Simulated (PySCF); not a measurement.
**A small calculation by hand: entropy of an ideal gas**

GeTe, SMILES [Te]=[Ge] (connectivity only; charge and spin as stated), neutral, multiplicity 1.

Geometry: PBE-D3(BJ)/def2-TZVP. The def2 effective core potentials stand for the cores of Te; spin–orbit coupling is left out.

PBE-D3(BJ)/def2-TZVP in PySCF 2.14.0 gives the harmonic wavenumbers 318 cm⁻¹ and the rotational temperature 0.0935 K. The molar mass is 200.23 g/mol, the symmetry number 1, the spin multiplicity 1.

**Question.** Work out the entropy at 298.15 K and 1 atm in the rigid-rotor, harmonic-oscillator model.

**Answer.** 
Translation (Sackur–Tetrode at 1 atm): S = R[1.5 ln M + 2.5 ln T − 1.16487] = 174.8 J/(mol K).
Rotation: q = T/(σ θ) = 3190, S = R[ln q + 1] = 75.4 J/(mol K).
Vibration: with u = 1.4388 ν/T, each mode gives R[u/(e^u − 1) − ln(1 − e^−u)]:
| ν (cm⁻¹) | modes | u | S (J/(mol K)) |
|---|---|---|---|
| 318 | 1 | 1.53 | 5.52 |
These are all the modes. Sum 5.5 J/(mol K).
Spin: R ln 1 = 0.0 J/(mol K).
Total 255.8 J/(mol K); the program's own thermochemistry gives 255.8. Translation makes up 68 % and vibration 2 %. Anharmonicity, hindered rotation and orbital degeneracy are left out.
